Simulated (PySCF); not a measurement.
Compound: C7H8.
Bonds: C1–C2 (triple), C2–C3, C3–C4 (double), C3–C5, C5–C6, C6–C7 (double). Hydrogens: H8 on C1; H9, H10 on C4; H11, H12 on C5; H13 on C6; H14, H15 on C7.

The same species was optimised twice, with GFN2-xTB and with PBE0-D3(BJ)/def2-SVP (PySCF), and the same property calculations (PySCF, gas phase) were run on both structures.

```csv
coordinate,GFN2-xTB,PBE0-D3(BJ)/def2-SVP,change
C2–C3 (Å),1.417,1.432,+0.015
C6=C7 (Å),1.319,1.333,+0.014
C1≡C2 (Å),1.201,1.214,+0.013
C3=C4 (Å),1.330,1.343,+0.013
C3–C5 (Å),1.509,1.514,+0.005
C5–C6 (Å),1.499,1.500,+0.001
C3–C5–C6 (°),110.1,113.0,+2.9
C2–C3–C5 (°),115.4,116.3,+0.9
C5–C6–C7 (°),124.2,124.7,+0.5
C4–C3–C5 (°),123.1,122.6,-0.5
C2–C3–C4 (°),121.4,121.1,-0.3
C1–C2–C3 (°),177.9,177.6,-0.3
C2–C3–C5–C6 (°),68,63,-5
C3–C5–C6–C7 (°),120,123,+3
```

Rotational constants: A = 4277, B = 1803, C = 1402 MHz (GFN2-xTB) against A = 4153, B = 1770, C = 1354 MHz (PBE0-D3(BJ)/def2-SVP). Point groups within 0.08 Å: C1 and C1.

On the GFN2-xTB structure: lowest singlet, TDDFT (eV) 5.66 [wB97X-D/def2-SVPD]; lowest triplet, Tamm–Dancoff (eV) 3.63 [wB97X-D/def2-SVPD]; isotropic polarisability (au) 83.9 [wB97X-D/def2-SVPD]; HOMO (eV) -8.86 [wB97X-D/def2-SVPD]; LUMO (eV) 0.87 [wB97X-D/def2-SVPD]; dipole (D) 0.30 [wB97X-D/def2-SVPD]; HOMO (eV) -7.06 [PBE0/pcSseg-1]; LUMO (eV) -0.83 [PBE0/pcSseg-1]; dipole (D) 0.29 [PBE0/pcSseg-1]; GIAO shielding of C1 (ppm) 98.3 [PBE0/pcSseg-1]; GIAO shielding of C2 (ppm) 98.4 [PBE0/pcSseg-1]; GIAO shielding of C3 (ppm) 49.5 [PBE0/pcSseg-1]; GIAO shielding of C4 (ppm) 55.3 [PBE0/pcSseg-1]; GIAO shielding of C5 (ppm) 136.9 [PBE0/pcSseg-1]; GIAO shielding of C6 (ppm) 41.2 [PBE0/pcSseg-1]; GIAO shielding of C7 (ppm) 66.2 [PBE0/pcSseg-1].

Problem. What do these properties become on the PBE0-D3(BJ)/def2-SVP structure?

Solution. 
```
                                    property              level  on GFN2-xTB  on PBE0-D3(BJ)/def2-SVP  change
                  lowest singlet, TDDFT (eV)  wB97X-D/def2-SVPD         5.66                     5.56   -0.10
           lowest triplet, Tamm–Dancoff (eV)  wB97X-D/def2-SVPD         3.63                     3.54   -0.09
               isotropic polarisability (au)  wB97X-D/def2-SVPD         83.9                     85.9    +2.0
                                   HOMO (eV)  wB97X-D/def2-SVPD        -8.86                    -8.85   +0.01
                                   LUMO (eV)  wB97X-D/def2-SVPD         0.87                     0.82   -0.05
                                  dipole (D)  wB97X-D/def2-SVPD         0.30                     0.31   +0.01
energy, GFN2-xTB geometry as zero (kcal/mol)  wB97X-D/def2-SVPD          0.0                     -1.6    -1.6
                                   HOMO (eV)      PBE0/pcSseg-1        -7.06                    -7.06    0.00
                                   LUMO (eV)      PBE0/pcSseg-1        -0.83                    -0.88   -0.05
                                  dipole (D)      PBE0/pcSseg-1         0.29                     0.30   +0.01
energy, GFN2-xTB geometry as zero (kcal/mol)      PBE0/pcSseg-1          0.0                     -0.6    -0.6
                  GIAO shielding of C1 (ppm)      PBE0/pcSseg-1         98.3                     96.2    -2.1
                  GIAO shielding of C2 (ppm)      PBE0/pcSseg-1         98.4                     98.1    -0.3
                  GIAO shielding of C3 (ppm)      PBE0/pcSseg-1         49.5                     46.7    -2.8
                  GIAO shielding of C4 (ppm)      PBE0/pcSseg-1         55.3                     51.4    -3.9
                  GIAO shielding of C5 (ppm)      PBE0/pcSseg-1        136.9                    136.3    -0.6
                  GIAO shielding of C6 (ppm)      PBE0/pcSseg-1         41.2                     39.3    -1.9
                  GIAO shielding of C7 (ppm)      PBE0/pcSseg-1         66.2                     62.1    -4.1
```

The heavy atoms differ by 0.057 Å rms after alignment. Among bonds between heavy atoms C2–C3 and C6=C7 change most and about equally (+0.014 to +0.015 Å). Changes are differences of the printed values. Neither structure is proved a minimum here.

Conformer computed: `[CH:1]#[C:2][C:3](=[CH2:4])[CH2:5][CH:6]=[CH2:7]`: C2–C3–C5–C6 63°, C3–C5–C6–C7 123°.

The pairwise dispersion term of wB97X-D wasn't added to the energies; at a given geometry it leaves orbitals and properties as they are.
